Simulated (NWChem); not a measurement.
Species: C4H5N; SMILES C#C/C=N/C

All runs: NWChem. The geometry was optimised at PBE0/def2-SVP.

**Question.** Estimate the computed values for PBE0/3-21G. Quantities: highest occupied level (eV); orbital gap (eV); dipole (D).

**Answer.** 
* **highest occupied level (eV)**: -7.11
* **orbital gap (eV)**: 6.23
* **dipole (D)**: 1.49
